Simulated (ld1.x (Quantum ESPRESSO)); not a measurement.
# What one change does to a pseudopotential (thallium (Tl), TM)

* Element: thallium
* Generator: ld1.x (Quantum ESPRESSO) 7.5
* Type: norm-conserving Troullier–Martins (Kleinman–Bylander form)
* Functional: LDA (PZ)
* Relativity: scalar-relativistic
* Frozen core: [Kr] 4d10 4f14
* Valence charge: 21
* Reference configuration: 5s2 5p6 5d10 6s0 6p0 (charge +3)
* Partial waves: 5s (bound): rc 1.30 bohr; 5p (bound): rc 1.60 bohr; 5d (bound): rc 2.00 bohr
* Local potential: all-electron potential smoothed inside 2.00 bohr (lloc = -2)
* Core correction: a·sin(br)/r model core, default radius (core density twice the valence density)

All-electron outer shells of the reference configuration (LDA (PZ), scalar-relativistic, ld1.x):

```json
{"shell": "5s", "level (eV)": "-160.82", "outermost node (bohr)": "0.46", "outermost maximum (bohr)": "0.80"}
{"shell": "4f", "level (eV)": "-143.99", "outermost node (bohr)": "–", "outermost maximum (bohr)": "0.36"}
{"shell": "5p", "level (eV)": "-105.76", "outermost node (bohr)": "0.50", "outermost maximum (bohr)": "0.90"}
{"shell": "5d", "level (eV)": "-44.60", "outermost node (bohr)": "0.53", "outermost maximum (bohr)": "1.11"}
{"shell": "6s", "level (eV)": "-35.46", "outermost node (bohr)": "1.04", "outermost maximum (bohr)": "1.95"}
{"shell": "6p", "level (eV)": "-24.74", "outermost node (bohr)": "1.21", "outermost maximum (bohr)": "2.38"}
```

Change: local potential all-electron potential smoothed inside 0.80 bohr (lloc = -2).

Cutoffs: the cutoffs (Ry, on a coarse ladder) from which the occupation-weighted sum of valence levels, in a spherical-Bessel basis at the reference potential, stays within 10 and 1 mRy of its value at 400 Ry; they do not see the model core or the augmentation charge, which bear on the density cutoff. Errors are all-electron minus pseudo energies relative to the spin-unpolarised reference configuration.

Predict the effect on cutoff, ghosts and configuration errors.

The potential gets neither clearly harder nor softer (100 Ry and 160 Ry → 100 Ry and 160 Ry); a bound ghost appears in s, which as a rule spoils a file; the number of tests that count goes from 9 to 1; the range in which the s phases agree narrows (upper end -4.4 → -9.2); the range in which the d phases agree widens (upper end 0.0 → 1.2). In the separable form a ghost depends on how the local part lies against the semilocal potential of the channel, so the choice of the local part can create or remove one.

| quantity | base | changed |
| --- | --- | --- |
| cutoff, loose | 100 Ry | 100 Ry |
| cutoff, tight | 160 Ry | 160 Ry |
| bound ghosts | none | s |
| tests counted (converged, no solver errors) | 9 of 9 | 1 of 9 |
| error for 5s2 5p6 5d9 6s0 6p0, meV [ΔE 52.06 eV] | -45 | -7.6 |
| s: phases at 2.20 bohr within 0.05 rad from the reference energy up to (Ry; the scan ends near 5) | -4.4 | -9.2 |
| p: phases at 2.20 bohr within 0.05 rad from the reference energy up to (Ry; the scan ends near 5) | -2.9 | -2.8 |
| d: phases at 2.20 bohr within 0.05 rad from the reference energy up to (Ry; the scan ends near 5) | 0.0 | 1.2 |

Changed file: Tests not counted: 5s2 5p6 5d10 6s2 6p1 (solver errors, printed error -15.7 eV); 5s2 5p6 5d10 6s2 6p0 (solver errors, printed error -3531 eV); 5s2 5p6 5d10 6s1 6p0 (solver errors, printed error -4.8 eV); 5s1 5p6 5d10 6s2 6p1 (solver errors, printed error -3346 eV); 5s2 5p6 5d10 6s1 6p1 (solver errors, printed error -3.6 eV); 5s2 5p6 5d9 6s2 6p2 (solver errors, printed error -4232 eV); 5s2 5p6 5d10 6s2 6p1 (spin-polarised) (solver errors, printed error -3532 eV); 5s2 5p6 5d10 6s1 6p0 (spin-polarised) (solver errors, printed error -4.6 eV). A true bound ghost makes a file unfit for plane-wave use even where its test errors are small: the radial tests pick states by their node count and pass the ghost by. Where a test does run into it, the solver fails or the error is huge.
